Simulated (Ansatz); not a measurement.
The cluster Fe3⁺, relaxed as a multiplicity 10 with UKS PBE0-D4/def2-TZVP in Ansatz, starting from the GFN1-xTB geometry. Force threshold 0.02 eV/Å.

The charge 1 multiplicity 10 is spin-contaminated (final ⟨S²⟩ up to 24.95, 24.75 for a pure state). The structure comes from a short search, and lower isomers may exist.

Start:

```xyz
3

Fe    0.752    0.030    1.107
Fe   -1.237   -0.512    0.044
Fe    0.485    0.482   -1.151
```

(1) Estimate the energy that the relaxation releases and the steps that it takes.

(2) Does the start keep its bonding and symmetry?

(3) Predict the relaxed structure.

## Answers

(1) 7.2 kJ/mol, in 3 steps; 38 s on 2 threads of Arm Neoverse V2 on a shared host. No frequencies were taken in this run, so the end may be a saddle point.

(2) By distances, no bond broke or formed. The bond that changes most is Fe1–Fe3, from 2.32 to 2.43 Å (atoms count from 1). Point group D3h at the start, D3h at the end, both within 0.05 Å.

(3) 
```
atom   x (Å)   y (Å)   z (Å)
 Fe1   0.787   0.031   1.160
 Fe2  -1.295  -0.536   0.046
 Fe3   0.507   0.505  -1.206
```
Bond lengths (bridged metal pairs left out): 3 × Fe–Fe 2.43 Å.
